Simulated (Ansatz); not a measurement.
The same path of Cl₃FH₄OPTa (11 atoms, charge 0, multiplicity 1) was run twice with different band settings. Lost on the way: P8–H11. Made: O2–H11.

The calculation used RKS PBE/def2-SVP in Ansatz.

Relaxed end points:

```xyz
11
Properties=species:S:1:pos:R:3
Ta 0.070 -0.085 0.148
O 1.724 -1.045 0.159
H 2.235 -1.501 0.850
Cl -0.065 -0.582 2.478
F 0.619 0.775 -1.455
Cl -1.571 1.612 0.487
Cl -1.338 -1.692 -0.736
P 1.558 2.057 1.163
H 1.078 2.692 2.347
H 1.665 3.202 0.315
H 2.939 1.935 1.524
```

```xyz
11
Properties=species:S:1:pos:R:3
Ta -0.170 0.466 0.338
O 2.052 -0.219 0.476
H 2.134 -1.198 0.490
Cl -0.354 -0.010 2.641
F 0.354 1.162 -1.344
Cl -2.363 1.119 0.094
Cl -0.145 -1.803 -0.355
P 0.978 2.610 1.155
H 1.742 2.293 2.329
H 2.089 2.791 0.263
H 2.597 0.158 1.194
```

Common settings: movable images 9; climbing image yes; spring 5.0 eV/Å²; optimiser quadratic models (default); start path through a guess of the saddle point; end points relaxed.

| run | force threshold | iteration limit |
| --- | --- | --- |
| 1 | 0.05 eV/Å | 20 |
| 2 | 0.5 eV/Å | 15 |

Task: What does each run give, and how far can it be trusted?

Result: Run 1: converged after 20 iterations, highest image 1.511 eV above the first end. A vibrational analysis at the climbing image gives one clearly imaginary mode, 1196i cm⁻¹: a first-order saddle point.
Run 2: converged after 9 iterations, highest image 1.636 eV above the first end. The threshold of 0.5 eV/Å is loose, so the images may lie well off the minimum-energy path. The order of the stationary point at the top wasn't checked.
The orbitals stay closed-shell, which can raise the energy where a bond breaks towards radicals; this wasn't checked here.
